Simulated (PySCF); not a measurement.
Gas-phase reaction: 2 GeH2F2 + 3 H2 ⇌ 2 GeH3 + 4 HF

Computed with PySCF (xtb for GFN2) and rigid-rotor harmonic-oscillator thermochemistry at 1 bar. † marks an energy on the PBE0/def2-TZVP geometry and frequencies; other levels use their own. 6-31G* has spherical d functions here. Open shells (unrestricted): GeH3 (multiplicity 2); the rest are closed-shell singlets. GFN2 has no spin-polarisation term. B3LYP is the form with VWN-RPA correlation. Ge: all electrons, no relativistic terms. GeH2F2, GeH3: computed as isolated molecules; such fragments, hydroxides, amides, oligomers or adducts are transient or little studied in the gas.

```
level               ΔH°(298 K), kJ
------------------  --------------
B3LYP/6-31G*                   [?]
BLYP/def2-TZVP†                509
GFN2-xTB                       [?]
HF/6-31G*                      501
M06-2X/def2-TZVP†              550
PBE0/def2-SVP†                 [?]
PBE0/def2-TZVP                 470
r2SCAN/def2-TZVP†              515
ωB97M-V/def2-TZVP†             [?]
```

Q: What belongs in the gaps?

A: 
- B3LYP/6-31G*, ΔH°(298 K), kJ: 628
- GFN2-xTB, ΔH°(298 K), kJ: 726
- PBE0/def2-SVP†, ΔH°(298 K), kJ: 490
- ωB97M-V/def2-TZVP†, ΔH°(298 K), kJ: 508
